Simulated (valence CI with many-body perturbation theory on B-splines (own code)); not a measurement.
Results of a calculation; reference values are marked as such.
# S11+: configurations and terms from energies and g

Method: valence CI with perturbative core correlation (CI+MBPT): three valence electrons over a frozen Dirac-Fock core [He], radial functions for each j: 11 s, 11 p, 10 d, 8 f, 5 g, 2 h, with the one-electron correlation potential Σ1, the two-electron term Σ2, the three-electron term Σ3, Breit, model QED; selected CI, second order for the rest, scaled by the run's own slope (own B-spline code, finite nucleus).

No measured levels were compared; by estimate levels of excited configurations hold to 0.05 to 0.15 % of their energy, terms of the ground configuration to about 0.5 %.

| No. | J | Parity | E (eV) | g |
| --- | --- | --- | --- | --- |
| 1 | 1/2 | odd | 0.000 | 0.664 |
| 2 | 3/2 | odd | 1.629 | 1.333 |
| 3 | 1/2 | even | 24.023 | 2.667 |
| 4 | 3/2 | even | 24.618 | 1.733 |
| 5 | 5/2 | even | 25.450 | 1.599 |
| 6 | 3/2 | even | 43.003 | 0.800 |
| 7 | 5/2 | even | 43.037 | 1.200 |
| 8 | 1/2 | even | 54.541 | 1.882 |
| 9 | 1/2 | even | 57.659 | 0.785 |
| 10 | 3/2 | even | 58.484 | 1.332 |
| 11 | 3/2 | odd | 75.635 | 1.999 |
| 12 | 3/2 | odd | 85.554 | 0.806 |
| 13 | 5/2 | odd | 85.619 | 1.199 |
| 14 | 1/2 | odd | 96.003 | 0.664 |

Energies count from the lowest level. Strongly mixed levels and levels close to another of their J and parity are left out, so the numbers can have gaps.

Problem. Give configuration and LS term of each level.

Solution. 1: 2s2.2p 2P°; 2: 2s2.2p 2P°; 3: 2s.2p2 4P; 4: 2s.2p2 4P; 5: 2s.2p2 4P; 6: 2s.2p2 2D; 7: 2s.2p2 2D; 8: 2s.2p2 2S; 9: 2s.2p2 2P; 10: 2s.2p2 2P; 11: 2p3 4S°; 12: 2p3 2D°; 13: 2p3 2D°; 14: 2p3 2P°.
